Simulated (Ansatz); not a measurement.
```yaml
crystal:
  periodic: [false, false, false]
  atoms:
    - {symbol: B, position_ang: [-0.314047, 1.463509, 0.503361]}
    - {symbol: C, position_ang: [0.147180, 0.074272, 0.917424]}
    - {symbol: O, position_ang: [1.132639, -0.278890, 1.388546]}
    - {symbol: Ge, position_ang: [-0.238208, -0.683387, -1.011230]}
    - {symbol: H, position_ang: [0.201692, 2.048867, 0.135411]}
    - {symbol: H, position_ang: [-1.649428, 1.519699, 0.195946]}
    - {symbol: H, position_ang: [-0.542207, -0.567517, 1.490069]}
    - {symbol: H, position_ang: [1.392787, -1.065350, 1.540417]}
    - {symbol: H, position_ang: [1.024790, -1.618268, -0.982467]}
    - {symbol: H, position_ang: [-1.492124, -1.335224, -1.214187]}
    - {symbol: H, position_ang: [0.122953, 0.361852, -2.198704]}
basis:
  gaussian: {orbitals: def2-TZVP}
hamiltonian: {xc: {name: PBE-QIDH}}
relax: {f_tol: 0.001, max_steps: 1}
output: {forces: true}
```

```sh
$ ansatz run in.yaml --threads 4 --pin off --events-out ev --progress --plain --max-ram 10444MiB
```

Output, abridged:

```
Functional definition: PBE-QIDH
  name "PBE-QIDH"
  cite "Brémond, Sancho-García, Pérez-Jiménez & Adamo, J. Chem. Phys. 141, 031101 (2014) doi:10.1063/1.4890314"
  cite "Perdew, Burke & Ernzerhof, Phys. Rev. Lett. 77, 3865 (1996) doi:10.1103/PhysRevLett.77.3865"
  parameter a = 3^(-1/3)
  parameter c = 1/3
  exchange = (1 - a)*pbe_x + a*exact_x
  correlation = (1 - c)*pbe_c + c*(mp2_os + mp2_ss)
1377 factors; integrals over basis functions are off by at most 3.9e-4 eV
mean field evaluation 1: about -60353.7012 eV, gradient 4.5e1 eV
mean field evaluation 2: about -60353.9743 eV, gradient 4.5e1 eV
mean field evaluation 4: about -60358.0435 eV, gradient 4.0e0 eV
mean field evaluation 8: about -60358.0908 eV, gradient 1.0e-1 eV
mean field evaluation 16: about -60358.0909 eV, gradient 8.8e-5 eV
mean field -60358.09085409 eV, -2218.1189267043 hartree, gradient 2.0e-6 eV, S^2 0.000000; 0 other end points of the search recorded, 0 dependent functions left out
12 core orbitals not correlated: weight in the atoms' cores, before any rotation towards them, 1.000 or more for the frozen orbitals, at most 0.000 for the correlated occupied ones
reference -60358.09086804 eV, -2218.1189272169 hartree; 17, 17 occupied and 154, 154 virtual orbitals, 1377 factors
second order -23.27357984 eV of doubles, -0.00000000 eV of singles
the calculation of the forces begins
relax step   1: F+E_penalty+E_count = -60365.84871403 eV  Δ(F+E_penalty+E_count) = +0.000e0 eV  max|allowed force component| = 1.582e1 eV/Å  Δτ_max = 0.0000 Å  (44 SCF iters, accepted)
Error: geometry relaxation did not converge after 1 steps: max|allowed force component| = 1.58e1 eV/Å (threshold 1.0e-3). Raise `relax.max_steps` over both its present limit and 1, loosen `relax.f_tol`, or start from a geometry closer to equilibrium. Where this run's directory can be resumed (`checkpoint.write`), a resume goes on for up to `relax.max_steps` more
```

Task: Something in this input is off. What?

Result: The relaxation is allowed too few steps for its threshold. The calculation stopped without meeting its thresholds.
